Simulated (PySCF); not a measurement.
## Levels along the 11-electron series

One electron added to the closed shell [Ne]: EOM-EA-CCSD calculated with PySCF 2.14, two-component X2C-1e with screened spin-orbit coupling, each ion in its own even-tempered basis, 1s2 frozen, the virtual space cut to natural spinors and corrected at second order; no Breit or QED terms. Binding energy of 3s1/2 and energies of the other levels above it, in eV.

```tsv
ion	3s1/2 binding	3p1/2 − 3s1/2	3p3/2 − 3s1/2	3d3/2 − 3s1/2	3d5/2 − 3s1/2	NIST ionisation energy
Zr²⁹⁺	1582.6	65.361	87.094	174.29	178.63	1582.37 ± 0.05 (s)
Nb³⁰⁺	1685.3	67.711	92.103	182.16	187.09	1684.97 ± 0.05 (s)
Mo³¹⁺	1791.3	69.984	97.274	190.23	195.81	1790.93 ± 0.06 (s)
Tc³²⁺	1900.7	72.356	102.82	198.64	204.93	1900.28 ± 0.06 (s)
Ru³³⁺	2013.5	74.751	108.64	207.39	214.46	2013.04 ± 0.06 (s)
Rh³⁴⁺	2129.8	77.152	114.77	216.40	224.31	2129.22 ± 0.07 (s)
Pd³⁵⁺	2249.5	79.577	121.22	225.79	234.63	2248.87 ± 0.07 (s)
Ag³⁶⁺	2372.7	82.010	128.02	235.48	245.32	2371.99 ± 0.07 (s)
Cd³⁷⁺	2499.4	84.461	135.17	245.57	256.49	2498.62 ± 0.08 (s)
In³⁸⁺	2629.6	86.941	142.71	256.05	268.14	2628.77 ± 0.08 (s)
```

Each ion has its own basis, which adds noise of up to about 0.1 % of the binding energies along the series.

The 3p interval goes from 21.73 to 55.76 eV, as Z to the power 4.64; a hydrogen-like ion gives 4, and the power is higher where the screened charge Z − σ still grows faster than Z or where Zα is large.

NIST values marked (s) are semi-empirical, (t) theoretical.
